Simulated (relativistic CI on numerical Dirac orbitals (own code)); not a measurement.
## Slater and spin-orbit integrals, Mo XLI

Calculated at this level of theory: Dirac-Coulomb-Breit CI, KLI orbitals optimised for each configuration, a model potential for QED, unscaled Slater integrals (own radial code, finite nucleus).

Slater integrals F^k, G^k are unscaled and averaged over j, outside the closed core (none); ζ comes from projecting the Hamiltonian with its Breit term on Σ l·s of the shell.

- 1s2s: G^0(1s,2s) = 215410 cm⁻¹; <r>(1s) = 0.03464, <r^2>(1s) = 0.001614, <r>(2s) = 0.1401, <r^2>(2s) = 0.02301 (bohr units).
- 1s2p: G^1(1s,2p) = 447530, ζ(2p) = 738350 cm⁻¹; <r>(1s) = 0.03464, <r^2>(1s) = 0.001615, <r>(2p) = 0.1191, <r^2>(2p) = 0.01709 (bohr units).
- 1s3s: G^0(1s,3s) = 56437 cm⁻¹; <r>(1s) = 0.0346, <r^2>(1s) = 0.001611, <r>(3s) = 0.3187, <r^2>(3s) = 0.1157 (bohr units).

Averages of the first 10 configurations, taken without configuration mixing, which lowers the lowest level and can move excited configurations by several eV; other configurations of the list can lie among them:

```tsv
Configuration	Parity	States	Average energy above the lowest level (eV)
1s²	even	1	0.0
1s2s	even	4	17862.9
1s2p	odd	12	17997.5
1s3s	even	4	21190.9
1s3p	odd	12	21230.1
1s3d	even	20	21255.7
1s4s	even	4	22345.0
1s4p	odd	12	22361.4
1s4d	even	20	22372.2
1s4f	odd	28	22376.0
```
